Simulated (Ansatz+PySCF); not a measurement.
## triplet NiO: levels of theory in one basis

```xyz
2

Ni    0.0000    0.0000    0.0000
O     0.0000    0.0000    1.6270
```

Basis set: def2-SVP (spherical functions). Frozen core: 6 orbitals. Correlation on ROHF uses semicanonical orbitals with singles. Charge 0, multiplicity 3.

Computed with Ansatz (development build ahead of 0.2.0); each method stands on the lowest determinant of its kind that the runs found.

```
  method  E − E(ROHF) (eV)  <S²> of the determinant
    ROHF              0.00                     2.00
     UHF             -1.75                     2.94
ROHF-MP2            -14.86                        –
```

Q: What does UHF-MP2 give on the same scale?

A: -13.71 eV.

Q: Is a single determinant a sound starting point here?

A: It is doubtful. Unrestricted orbitals lower Hartree–Fock by 1.75 eV and <S²> is 2.94 where a pure state has 2.00, a sign of strong static correlation.

Caution: another spin multiplicity may lie lower. Caution for ROHF, ROHF-MP2: an unrestricted determinant lies well below. Caution for UHF, UHF-MP2: the unrestricted determinant is a mixture of spin states.
